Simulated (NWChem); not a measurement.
Species: SiH$_{2}$Cl, doublet; SMILES Cl[SiH2]

All runs: NWChem. Spin-unrestricted. In the optimisation the excess spin sits in a' (Cs, its own frame). All runs use the structure optimised with B3LYP/6-31G* (spherical d), spin-unrestricted. No stability test was run on the SCF state. B3LYP is NWChem's, with the RPA form of VWN correlation. Vertical excitations in the gas phase; the lowest state need not have the same character in each row. Excited states of an open shell can be spin-contaminated.

```json
[
 {"level": "PBE/aug-cc-pVDZ, TDA", "lowest excitation (eV)": "3.85", "oscillator strength of that lowest state": "0.002", "lowest state with f > 0.02 (eV)": "4.61", "oscillator strength of that bright state": "0.034", "lowest empty minus highest occupied level, either spin (eV)": "1.65"},
 {"level": "B3LYP/aug-cc-pVDZ, TDA", "lowest excitation (eV)": "4.12", "oscillator strength of that lowest state": "0.002", "lowest state with f > 0.02 (eV)": "4.89", "oscillator strength of that bright state": "0.034", "lowest empty minus highest occupied level, either spin (eV)": "3.01"},
 {"level": "UHF/aug-cc-pVDZ, CIS", "lowest excitation (eV)": "5.13", "oscillator strength of that lowest state": "0.039", "lowest state with f > 0.02 (eV)": "5.13", "oscillator strength of that bright state": "0.039", "lowest empty minus highest occupied level, either spin (eV)": "10.06"},
 {"level": "LRC-wPBEh/aug-cc-pVDZ, TDA", "lowest excitation (eV)": "4.46", "oscillator strength of that lowest state": "0.021", "lowest state with f > 0.02 (eV)": "4.46", "oscillator strength of that bright state": "0.021", "lowest empty minus highest occupied level, either spin (eV)": "7.25"}
]
```
